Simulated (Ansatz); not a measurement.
def2 core potentials replace the inner electrons of Sn.

A geometry relaxed with PBE0-D3(BJ)/def2-SVP (Ansatz, a first-principles code), charge 0, multiplicity 1:

```xyz
27

H      1.3934    -1.4922    -1.7303
O     -1.5029     0.2525     1.6647
H     -3.5755     2.4497    -1.0652
H     -2.9371     2.0314     0.5499
H      3.8784    -1.5577    -1.8260
H     -1.5326    -1.6754     2.4804
C     -1.1405    -0.6570     2.6652
C     -2.6249    -1.8068    -1.4740
H     -2.6325    -2.6370    -2.2002
Sn    -0.7674     0.0936    -0.1716
H     -3.2954    -2.0889    -0.6400
C      4.1298    -0.0050    -0.3450
O     -1.3070    -1.5954    -1.0465
H      5.2213    -0.0374    -0.3853
C      3.3780    -0.8567    -1.1535
C      1.3444     0.0806    -0.2441
H     -1.5602    -0.3110     3.6249
H     -2.2387     3.3971    -0.3615
H      4.0826     1.5498     1.1547
H     -3.0624    -0.9218    -1.9719
C     -2.6545     2.3771    -0.4598
C      3.4925     0.8860     0.5180
H     -0.0438    -0.7435     2.7993
C      2.1000     0.9296     0.5720
C      1.9850    -0.8185    -1.1047
O     -1.7401     1.5284    -1.1052
H      1.6097     1.6287     1.2554
```

Task: Write the SMILES of this molecule.

Result: `C[O][Sn]([O]C)([O]C)[c]1ccccc1`
